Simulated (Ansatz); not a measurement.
Geometry optimisation, RKS LDA/def2-SVP in Ansatz 0.2.0.

Input file:

```yaml
crystal:
  periodic: [false, false, false]
  atoms:
    - { symbol: Ga, position_ang: [-0.388548, -1.196809, 0.456047] }
    - { symbol: O, position_ang: [-0.759358, 1.612954, -0.948538] }
    - { symbol: H, position_ang: [-0.799685, -1.997536, -0.819852] }
    - { symbol: H, position_ang: [-1.171014, -0.89715, 1.76907] }
    - { symbol: H, position_ang: [0.17067, 1.504026, -0.664575] }
    - { symbol: Se, position_ang: [1.890716, -0.460468, 0.364535] }
    - { symbol: H, position_ang: [-0.748786, 1.268954, -1.862744] }
    - { symbol: H, position_ang: [1.806005, 0.166029, 1.706156] }
basis:
  gaussian: { orbitals: def2-SVP }
hamiltonian:
  xc: lda
relax:
  f_tol: 0.03
  max_steps: 50
```

Command:

```bash
$ ansatz run input.yaml --threads 2 --pin off --max-ram 3072MiB --backend cpu --events-out ev --progress --plain --runs-dir out
```

Task: Where does it end, and by what steps?

Result: It converged. After 9 steps the energy has fallen by 0.700 eV; O2 moved furthest, 0.62 Å. Joined: Ga1–O2.

| step | energy less start (eV) | largest force component (eV/Å) | accepted |
| --- | --- | --- | --- |
| 0 | 0.0000 | 0.722 | yes |
| 1 | -0.1807 | 0.797 | yes |
| 2 | -0.3834 | 0.991 | yes |
| 3 | -0.6329 | 0.670 | yes |
| 4 | -0.6561 | 0.843 | yes |
| 5 | -0.6935 | 0.349 | yes |
| 6 | -0.6768 | 0.621 | no |
| 7 | -0.7000 | 0.079 | yes |
| 8 | -0.6996 | 0.049 | no |
| 9 | -0.7005 | 0.011 | yes |

```xyz
8
Properties=species:S:1:pos:R:3
Ga -0.457 -0.817 0.231
O -0.661 1.082 -0.634
H -0.796 -1.739 -0.991
H -1.231 -0.679 1.577
H 0.341 1.189 -0.573
Se 1.885 -0.344 0.320
H -0.869 1.023 -1.590
H 1.789 0.284 1.659
```

Whether the end is a true minimum wasn't checked by a vibrational analysis.

Time of the run: 12 s on 2 threads of Arm Neoverse V2, with other jobs on the host, peak memory 0.3 GiB.
